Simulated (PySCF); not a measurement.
Electron correlation in N⁺ (nitrogen, charge +1)

[He] 2s2 2p2, high-spin 3P determinant. Calculation: PySCF 2.14, in aug-cc-pwCVDZ (5s4p2d, 27 functions); the non-relativistic Hamiltonian (point nucleus). Frozen: nothing; 6 electrons correlated.

```csv
level,correlation energy (mhartree)
CCSD,-110.15
(T),-1.08
CCSD(T),-111.23
CCSDT,-111.47
```

Diagnostics: T1 = 0.0053, D1 = 0.0125, largest double amplitude 0.119.

Cost of the coupled-cluster step: roughly 0.3 core-seconds, for 6 correlated electrons.

Iterations:

```
CC2 = 0
CCSD nocc = (np.int64(4), np.int64(2)), nmo = (27, 27)
frozen orbitals [[], []]
max_cycle = 100
direct = 0
conv_tol = 1e-08
conv_tol_normt = 1e-06
diis_space = 8
diis_start_cycle = 0
Init t2, MP2 energy = -0.0869941149794943
Init E_corr(UCCSD) = -0.086994114985486
cycle = 1  E_corr(UCCSD) = -0.102487129426609  dE = -0.0154930144  norm(t1,t2) = 0.0416656
cycle = 2  E_corr(UCCSD) = -0.106948669550937  dE = -0.00446154012  norm(t1,t2) = 0.0184186
cycle = 3  E_corr(UCCSD) = -0.110211054120083  dE = -0.00326238457  norm(t1,t2) = 0.00911469
cycle = 4  E_corr(UCCSD) = -0.110129128411332  dE = 8.19257088e-05  norm(t1,t2) = 0.00106795
cycle = 5  E_corr(UCCSD) = -0.110150039570404  dE = -2.09111591e-05  norm(t1,t2) = 0.000172851
cycle = 6  E_corr(UCCSD) = -0.110144513232709  dE = 5.52633769e-06  norm(t1,t2) = 2.17058e-05
cycle = 7  E_corr(UCCSD) = -0.11014651290624  dE = -1.99967353e-06  norm(t1,t2) = 5.30616e-06
cycle = 8  E_corr(UCCSD) = -0.110146172652782  dE = 3.40253458e-07  norm(t1,t2) = 1.46344e-06
cycle = 9  E_corr(UCCSD) = -0.110146119875939  dE = 5.27768432e-08  norm(t1,t2) = 3.16654e-07
cycle = 10  E_corr(UCCSD) = -0.110146135244958  dE = -1.53690193e-08  norm(t1,t2) = 5.47803e-08
cycle = 11  E_corr(UCCSD) = -0.110146134947606  dE = 2.97352393e-10  norm(t1,t2) = 2.11055e-08
UCCSD converged
E(UCCSD) = -53.99180789564605  E_corr = -0.1101461349476059
UCCSD(T) correction = -0.00108109832317269
```
